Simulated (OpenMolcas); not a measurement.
# How basis sets differ on C2H5FSi (SMILES F/C=C/[SiH3])

C2H5FSi has 9 atoms, charge 0, and is taken as a singlet. As SMILES, `F/C=C/[SiH3]`. The coordinates come from a PBE0-D4/def2-TZVP relaxation.

```xyz
9

F    -1.2599    2.3609    0.5064
C    -0.5783    1.3550   -0.0480
C    -0.3367    0.2199    0.5849
Si    0.6141   -1.1450   -0.2289
H    -0.2642    1.5996   -1.0581
H    -0.7161    0.1181    1.5986
H     1.8437   -1.4656    0.5428
H    -0.2067   -2.3816   -0.3163
H     0.9925   -0.7076   -1.5985
```

Each level gives the HOMO–LUMO gap (eV). The values are calculated.

| level | kind | program | value (eV) | CPU time |
| --- | --- | --- | --- | --- |
| HF/ANO-R0 (sfX2C) | Hartree–Fock | OpenMolcas | 14.60 | 1.9 s |
| HF/STO-3G | Hartree–Fock | OpenMolcas | 16.46 | 3.1 s |
| HF/3-21G | Hartree–Fock | OpenMolcas | 14.47 | 3.4 s |
| HF/6-31G | Hartree–Fock | OpenMolcas | 14.36 | 1.6 s |
| HF/cc-pVDZ | Hartree–Fock | OpenMolcas | 14.36 | 10 s |

The values span 14.36 to 16.46 eV. A Hartree–Fock LUMO above zero doesn't converge with the basis: it sinks as sets grow more diffuse. Orbital gaps aren't excitation energies. Times are those of the runs behind each value, whatever else they computed, on shared processors of several kinds: orders of magnitude only.
